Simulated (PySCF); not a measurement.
## Calculated data, BFH

Computed with PySCF 2.14.0. Calculation on a computer-drawn molecule: vertical ionisation energy to the stated ion spin, frozen-core CCSD(T) at the basis limit and cheaper methods, single-reference cases, UHF for radicals, no spin-orbit; all values are single points at the evaluated structure, the first of each entry, which is the reference or a displaced copy of it and isn't optimised; the reference structure only sets the zero of the energies above reference; triples share is (T) over the correlation energy.

Common to all runs: charge 1; multiplicity 1; ion multiplicity 2; diffuse functions no; basis cc-pVnZ; reference is the Hartree-Fock double-zeta minimum; best is HF at quadruple zeta + MP2 correlation extrapolated from triple and quadruple zeta + CCSD(T) minus MP2 at triple zeta; basis step is the size of the change from the same recipe one zeta lower.

(1) BFH

Evaluated structure:
```xyz
3
BFH
B     -1.1933     2.9407    -2.4336
F     -2.0486     2.0631    -2.4107
H     -0.4056     3.8165    -2.4404
```

Reference structure:
```xyz
3
BFH
B     -1.2105     2.9413    -2.4325
F     -2.0317     2.0476    -2.4137
H     -0.4154     3.8066    -2.4507
```

```
ionisation energy best                    : 26.26 eV
ionisation energy basis step              : 0.00281 eV
energy above reference best               : 0.1891 kcal/mol
energy above reference basis step         : 0.1263 kcal/mol
ionisation energy Koopmans at triple zeta : 26.57 eV
ionisation energy EOM CCSD at triple zeta : 26.41 eV
total energy HF triple zeta               : -124.4561 hartree
total energy CCSD(T) triple zeta          : -124.7943 hartree
total energy best                         : -124.8517 hartree
T1 diagnostic at triple zeta              : 0.01681
D1 diagnostic at triple zeta              : 0.03616
ion T1 diagnostic at triple zeta          : 0.02825
ion D1 diagnostic at triple zeta          : 0.06669
ion spin squared at triple zeta           : 0.7524
triples share at triple zeta              : 0.03012
basis functions triple zeta               : 74
```

Drawn bonds:
| atom | other atom | order |
| --- | --- | --- |
| 1 | 2 | 1 |
| 1 | 3 | 1 |

Triple zeta:
| method | ionisation energy (eV) | energy above reference (kcal/mol) |
| --- | --- | --- |
| HF | 25.46 | 0.4765 |
| PBE | 25.85 | -0.0345 |
| r2SCAN | 25.99 | 0.1251 |
| B3LYP | 26.33 | 0.1539 |
| wB97X | 26.29 | 0.1151 |
| MP2 | 25.96 | 0.08439 |
| CCSD | 26.23 | 0.1614 |
| CCSD(T) | 26.16 | 0.09056 |

(2) BFH

Evaluated structure:
```xyz
3
BFH
B     -1.1933     2.9407    -2.4336
F     -2.0270     2.0853    -2.4113
H     -0.4056     3.8165    -2.4404
```

Reference structure:
```xyz
3
BFH
B     -1.2105     2.9413    -2.4325
F     -2.0317     2.0476    -2.4137
H     -0.4154     3.8066    -2.4507
```

```
ionisation energy best                    : 26.21 eV
ionisation energy basis step              : 0.004937 eV
energy above reference best               : 0.3302 kcal/mol
energy above reference basis step         : 0.2173 kcal/mol
ionisation energy Koopmans at triple zeta : 26.49 eV
ionisation energy EOM CCSD at triple zeta : 26.35 eV
total energy HF triple zeta               : -124.4570 hartree
total energy CCSD(T) triple zeta          : -124.7937 hartree
total energy best                         : -124.8515 hartree
T1 diagnostic at triple zeta              : 0.0159
D1 diagnostic at triple zeta              : 0.03413
ion T1 diagnostic at triple zeta          : 0.02558
ion D1 diagnostic at triple zeta          : 0.0567
ion spin squared at triple zeta           : 0.7524
triples share at triple zeta              : 0.0294
basis functions triple zeta               : 74
```

Drawn bonds:
| atom | other atom | order |
| --- | --- | --- |
| 1 | 2 | 1 |
| 1 | 3 | 1 |

Triple zeta:
| method | ionisation energy (eV) | energy above reference (kcal/mol) |
| --- | --- | --- |
| HF | 25.38 | -0.08291 |
| PBE | 25.88 | 0.6445 |
| r2SCAN | 25.97 | 0.4254 |
| B3LYP | 26.27 | 0.3879 |
| wB97X | 26.24 | 0.4475 |
| MP2 | 25.91 | 0.5372 |
| CCSD | 26.17 | 0.3948 |
| CCSD(T) | 26.11 | 0.5045 |

(3) BFH

Evaluated structure:
```xyz
3
BFH
B     -1.1933     2.9407    -2.4336
F     -2.0367     2.0753    -2.4110
H     -0.4056     3.8165    -2.4404
```

Reference structure:
```xyz
3
BFH
B     -1.2105     2.9413    -2.4325
F     -2.0317     2.0476    -2.4137
H     -0.4154     3.8066    -2.4507
```

```
ionisation energy best                    : 26.24 eV
ionisation energy basis step              : 0.004018 eV
energy above reference best               : 0.05512 kcal/mol
energy above reference basis step         : 0.05911 kcal/mol
ionisation energy Koopmans at triple zeta : 26.53 eV
ionisation energy EOM CCSD at triple zeta : 26.38 eV
total energy HF triple zeta               : -124.4569 hartree
total energy CCSD(T) triple zeta          : -124.7943 hartree
total energy best                         : -124.8519 hartree
T1 diagnostic at triple zeta              : 0.01631
D1 diagnostic at triple zeta              : 0.03504
ion T1 diagnostic at triple zeta          : 0.02674
ion D1 diagnostic at triple zeta          : 0.06089
ion spin squared at triple zeta           : 0.7524
triples share at triple zeta              : 0.02972
basis functions triple zeta               : 74
```

Drawn bonds:
| atom | other atom | order |
| --- | --- | --- |
| 1 | 2 | 1 |
| 1 | 3 | 1 |

Triple zeta:
| method | ionisation energy (eV) | energy above reference (kcal/mol) |
| --- | --- | --- |
| HF | 25.42 | -0.04461 |
| PBE | 25.87 | 0.1245 |
| r2SCAN | 25.99 | 0.07637 |
| B3LYP | 26.28 | 0.07 |
| wB97X | 26.26 | 0.0837 |
| MP2 | 25.93 | 0.1147 |
| CCSD | 26.2 | 0.07282 |
| CCSD(T) | 26.14 | 0.1011 |

(4) BFH

Evaluated structure:
```xyz
3
BFH
B     -1.2307     2.8586    -2.3850
F     -2.0074     2.0130    -2.4303
H     -0.2421     3.9333    -2.4592
```

Reference structure:
```xyz
3
BFH
B     -1.2105     2.9413    -2.4325
F     -2.0317     2.0476    -2.4137
H     -0.4154     3.8066    -2.4507
```

```
ionisation energy best                    : 24.08 eV
ionisation energy basis step              : 0.001385 eV
energy above reference best               : 20.74 kcal/mol
energy above reference basis step         : 0.9169 kcal/mol
ionisation energy Koopmans at triple zeta : 23.97 eV
ionisation energy EOM CCSD at triple zeta : 24.16 eV
total energy HF triple zeta               : -124.4228 hartree
total energy CCSD(T) triple zeta          : -124.7604 hartree
total energy best                         : -124.8190 hartree
T1 diagnostic at triple zeta              : 0.01478
D1 diagnostic at triple zeta              : 0.03119
ion T1 diagnostic at triple zeta          : 0.02051
ion D1 diagnostic at triple zeta          : 0.04254
ion spin squared at triple zeta           : 0.7519
triples share at triple zeta              : 0.02887
basis functions triple zeta               : 74
```

Drawn bonds:
| atom | other atom | order |
| --- | --- | --- |
| 1 | 2 | 1 |
| 1 | 3 | 1 |

Triple zeta:
| method | ionisation energy (eV) | energy above reference (kcal/mol) |
| --- | --- | --- |
| HF | 23.06 | 21.39 |
| PBE | 23.78 | 20 |
| r2SCAN | 23.8 | 20.85 |
| B3LYP | 24.07 | 20.78 |
| wB97X | 24.01 | 21.1 |
| MP2 | 23.73 | 22.52 |
| CCSD | 24.01 | 21.19 |
| CCSD(T) | 23.98 | 21.4 |
